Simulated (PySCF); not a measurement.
C₂H₂ClF, SMILES C=C(F)Cl. Geometry optimised at TPSSh-D3(BJ)/def2-SVP.

These are TPSSh-D3(BJ)/def2-SVP (PySCF) values and carry that method's errors.

Harmonic wavenumbers (cm⁻¹): 368, 429, 536, 691, 718, 839, 957, 1210, 1394, 1723, 3186, 3302. Rotational constants (GHz): 10.59, 5.005, 3.399; symmetry number 1.

### Question
Work out the zero-point energy and the ideal-gas rigid-rotor harmonic-oscillator thermochemistry at 298.15 K and 1 atm.

### Answer
ZPE = ½ Σ hcν = ½ × 15351 cm⁻¹ = 21.95 kcal/mol. H − E(el) = 25.06 kcal/mol. Entropy in cal/(mol K): translation 39.07, rotation 24.99, vibration 3.48, total 67.54. G − E(el) = 4.92 kcal/mol. Cp = 15.06 cal/(mol K).
